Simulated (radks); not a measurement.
The numbers below are computed, except where a source is named.
All-electron atom: Lu XXIX in [Kr] 4d7. Level of theory: scalar-relativistic Kohn-Sham, PBEsol, spin-polarised, spherical densities, finite nucleus; open shells are filled with parallel spins first (spin-orbit coupling, left out, can overturn this in heavy ions); Fermi nuclear charge, rms radius 5.37 fm (a radial shooting solver on a logarithmic mesh with Libxc functionals). Some entries of the table are withheld. Estimate them.

orbital,occ.,eigenvalue (eV),r(max) (bohr),<r> (bohr)
1s up,1,-64187.40,0.01214,0.01933
1s down,1,-64187.33,0.01214,0.01933
2s up,1,-11753.05,0.06935,0.08188
2s down,1,-11750.31,0.06934,0.08188
2p up,3,-10461.25,0.05662,0.07295
2p down,3,-10459.01,0.05662,0.07294
3s up,1,-3425.105,0.1955,0.2118
3s down,1,-3423.599,0.1955,0.2117
3p up,3,-3037.115,0.1928,0.2112
3p down,3,-3035.468,0.1928,0.2111
3d up,5,-2574.351,0.1570,0.1911
3d down,5,-2572.005,0.1571,0.1911
4s up,1,-1382.875,0.4306,(1)
4s down,1,-1376.392,0.4305,(2)
4p up,3,-1244.313,(3),0.4620
4p down,3,-1237.923,(4),0.4623
4d up,5,-1068.334,0.4444,(5)
4d down,2,-1061.974,0.4444,(6)

Answer. 
(1) 4s up <r> (bohr): 0.4459
(2) 4s down <r> (bohr): 0.4460
(3) 4p up r(max) (bohr): 0.4450
(4) 4p down r(max) (bohr): 0.4450
(5) 4d up <r> (bohr): 0.4687
(6) 4d down <r> (bohr): 0.4692
